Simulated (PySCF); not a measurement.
SMILES CC(C)=[OH+] (charge +1), CAM-B3LYP/def2-SVP optimised geometry.

```
11

C      0.12     0.79     0.00
C     -0.30     0.08    -1.21
C     -0.34    -1.39    -1.30
O     -0.64     0.80    -2.20
H     -0.20     0.24     0.90
H      1.22     0.79     0.00
H     -0.23     1.83     0.00
H     -0.41    -1.76    -2.33
H     -1.22    -1.73    -0.73
H      0.54    -1.83    -0.79
H     -0.89     0.31    -3.01
```

Density from CAM-B3LYP/def2-TZVP (PySCF) at that geometry.

Minimum of the electron density along straight lines between bonded atoms, close to the bond critical point (lines longer than 1.1 times the sum of covalent radii, or with two minima, are not listed):

```json
[
 {"bond": "C1–C2", "length / Å": "1.467", "ρ at the minimum / e bohr⁻³": "0.282", "∇²ρ there / e bohr⁻⁵": "-0.80", "position (fraction from the first atom)": "0.44"},
 {"bond": "C2–C3", "length / Å": "1.471", "ρ at the minimum / e bohr⁻³": "0.280", "∇²ρ there / e bohr⁻⁵": "-0.79", "position (fraction from the first atom)": "0.55"},
 {"bond": "C2–O4", "length / Å": "1.269", "ρ at the minimum / e bohr⁻³": "?", "∇²ρ there / e bohr⁻⁵": "?", "position (fraction from the first atom)": "0.33"},
 {"bond": "C1–H5", "length / Å": "1.099", "ρ at the minimum / e bohr⁻³": "0.274", "∇²ρ there / e bohr⁻⁵": "-0.95", "position (fraction from the first atom)": "0.66"},
 {"bond": "C1–H6", "length / Å": "1.108", "ρ at the minimum / e bohr⁻³": "0.264", "∇²ρ there / e bohr⁻⁵": "-0.88", "position (fraction from the first atom)": "0.65"},
 {"bond": "C1–H7", "length / Å": "1.097", "ρ at the minimum / e bohr⁻³": "0.278", "∇²ρ there / e bohr⁻⁵": "-0.98", "position (fraction from the first atom)": "0.66"},
 {"bond": "C3–H8", "length / Å": "1.099", "ρ at the minimum / e bohr⁻³": "0.276", "∇²ρ there / e bohr⁻⁵": "-0.96", "position (fraction from the first atom)": "0.65"},
 {"bond": "C3–H9", "length / Å": "1.107", "ρ at the minimum / e bohr⁻³": "0.265", "∇²ρ there / e bohr⁻⁵": "-0.89", "position (fraction from the first atom)": "0.66"},
 {"bond": "C3–H10", "length / Å": "1.100", "ρ at the minimum / e bohr⁻³": "0.273", "∇²ρ there / e bohr⁻⁵": "-0.94", "position (fraction from the first atom)": "0.66"},
 {"bond": "O4–H11", "length / Å": "0.979", "ρ at the minimum / e bohr⁻³": "0.339", "∇²ρ there / e bohr⁻⁵": "?", "position (fraction from the first atom)": "0.82"}
]
```

Some entries are withheld; supply them.


- C2–O4, ρ at the minimum / e bohr⁻³: 0.362
- C2–O4, ∇²ρ there / e bohr⁻⁵: -0.32
- O4–H11, ∇²ρ there / e bohr⁻⁵: -2.40
